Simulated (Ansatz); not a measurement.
Compare A (`CC(C)O[SiH]`) with its isomer B (`CC1OC[SiH2]1`).

Program: Ansatz. Geometries: PBE0-D4/def2-TZVP. ΔE: electronic, gas phase. CCSD(T)/CBS adds triple-zeta CCSD(T) − MP2 to the extrapolated MP2 energy (def2 sets, frozen cores). DFT in def2-TZVPP. B3LYP here is the variant with VWN-RPA as its local correlation; programs differ in this. One conformer a species, not always the lowest.

**Question.** Which isomer does CCSD(T)/CBS put lower? Give the gap. (An estimate is asked.)

**Answer.** The calculation gave: A, by 23.6 kcal/mol.

**Question.** Give E(B) − E(A) in kcal/mol with PBE0-D4, B3LYP-D4, CCSD/def2-TZVPP, CCSD(T)/def2-TZVPP, HF/def2-TZVPP, B2PLYP, r2SCAN-D4. (Best estimate.)

**Answer.** Ansatz gave: PBE0-D4 19.5, B3LYP-D4 24.4, CCSD/def2-TZVPP 25.1, CCSD(T)/def2-TZVPP 24.4, HF/def2-TZVPP 26.4, B2PLYP 24.1, r2SCAN-D4 19.8. None reverses the order clearly.

Largest T1 diagnostic: 0.014.

In def2-TZVPP, CCSD(T) changes the Hartree–Fock value by −2.0 kcal/mol (the triples alone add −0.7 kcal/mol) and MP2 by −3.7 kcal/mol.
